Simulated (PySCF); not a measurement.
**tetramethylbutane: calculation against experiment**

**Measured values to compare with.**

From NIST CCCBDB Release 22 (SRD 101), experimental polarizabilities, for the gas: mean polarisability 15.61 Å³.

How close the calculation comes is told at the end.

Compound: tetramethylbutane, C₈H₁₈.
SMILES with atom numbers: `[CH3:1][C:2]([CH3:3])([CH3:4])[C:5]([CH3:6])([CH3:7])[CH3:8]` (hydrogens: H9, H10, H11 on C1; H12, H13, H14 on C3; H15, H16, H17 on C4; H18, H19, H20 on C6; H21, H22, H23 on C7; H24, H25, H26 on C8)

Cartesian coordinates in Å at the PBE0-D3(BJ)/def2-SVP level; atoms count from 1:
```xyz
26
C8H18 angstrom
C      1.3909    1.3951   -0.0466
C      0.8085   -0.0129   -0.2268
C      1.5000   -0.9384    0.7829
C      1.1795   -0.4967   -1.6349
C     -0.7561   -0.0115   -0.0195
C     -1.3755   -1.3387   -0.4767
C     -1.4188    1.1159   -0.8222
C     -1.1191    0.1907    1.4576
H      1.0971    1.8458    0.9135
H      1.0798    2.0768   -0.8515
H      2.4912    1.3499   -0.0635
H      1.0803   -1.9557    0.7688
H      2.5708   -1.0232    0.5398
H      1.4279   -0.5551    1.8110
H      0.9521   -1.5630   -1.7781
H      0.6573    0.0709   -2.4201
H      2.2603   -0.3675   -1.8023
H     -0.8923   -2.2072   -0.0040
H     -2.4416   -1.3679   -0.2019
H     -1.3155   -1.4684   -1.5671
H     -2.5144    1.0179   -0.7706
H     -1.1380    1.0882   -1.8860
H     -1.1607    2.1097   -0.4283
H     -0.6441    1.0877    1.8829
H     -2.2081    0.3177    1.5607
H     -0.8309   -0.6720    2.0757
```

The PySCF runs (gas phase, on this PBE0-D3(BJ)/def2-SVP geometry; no spin–orbit coupling):

```json
{"level": "wB97X-D/def2-SVPD", "job": "10 singlets by full TDDFT, 4 Tamm–Dancoff triplets, polarisability, ΔSCF ions", "basis functions": "304"}
{"level": "PBE0/6-31+G*", "job": "10 singlets by full TDDFT, 4 Tamm–Dancoff triplets, polarisability", "basis functions": "180"}
{"level": "PBE0/6-31G*", "job": "10 singlets by full TDDFT, 4 Tamm–Dancoff triplets, polarisability", "basis functions": "148"}
{"level": "PBE0/def2-SVP", "job": "10 singlets by full TDDFT, 4 Tamm–Dancoff triplets, polarisability", "basis functions": "202"}
```

All basis functions are spherical.

## Comparison

**Mean polarisability.** Measured: 15.61 Å³ (NIST CCCBDB Release 22 (SRD 101), experimental polarizabilities).

| level | computed (Å³) | computed − measured (Å³) | % (from the printed values) |
| --- | --- | --- | --- |
| wB97X-D/def2-SVPD | 14.44 | -1.17 | -7 |
| PBE0/6-31+G* | 13.88 | -1.73 | -11 |
| PBE0/6-31G* | 12.47 | -3.14 | -20 |
| PBE0/def2-SVP | 13.08 | -2.53 | -16 |

Closest is wB97X-D/def2-SVPD (-1.17 Å³), furthest PBE0/6-31G* (-3.14 Å³); one molecule doesn't rank methods. All 4 levels lie below the measurement. The computed values are static and purely electronic, with core orbitals frozen in the response (1 au = 0.148185 Å³). The table of measured values doesn't say here whether a value is static or optical, or holds a vibrational part.

No measured geometry was used, and the causes of the misses weren't examined.
